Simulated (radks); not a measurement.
Results of a calculation; reference values are marked as such.
Fractional charge and spin in the 4s shell of scandium: the spin-up occupation runs from 0 to 1 and the spin-down occupation from 0 to 1; the fullest corner is Sc, [Ar] 3d(up 0.5, down 0.5) 4s(up 1, down 1). Code: a radial shooting solver on a logarithmic mesh with Libxc functionals. Model: non-relativistic Kohn-Sham, r2SCAN, spin-polarised, spherical densities, point nucleus; meta-GGA in the generalised Kohn-Sham scheme. Energy (eV) above the fullest corner. The planes named below are the two flat planes that join the four corners, with an edge along up + down = one added electron.

down \ up,0,0.25,0.5,0.75,1
0,19.139,15.557,12.212,9.153,6.419
0.25,15.557,12.379,9.440,6.783,4.441
0.5,12.212,9.440,6.906,4.649,2.696
0.75,9.153,6.783,4.649,2.784,1.209
1,6.419,4.441,2.696,1.209,0.000

Corners above the fullest one (they belong to Sc+ and the next ion): (up 1, down 0) 6.419 eV, (up 0, down 1) 6.419 eV, (up 0, down 0) 19.139 eV. With half an added electron in each spin the energy lies 0.487 eV from the planes, and with half an added electron in spin up alone -0.567 eV. The planes are only a guide here: the flat-plane condition holds for ground states with one frontier orbital, while this shell lies below other occupied shells, so the corners above the fullest one are inner-hole states and not the ground states of those ions.
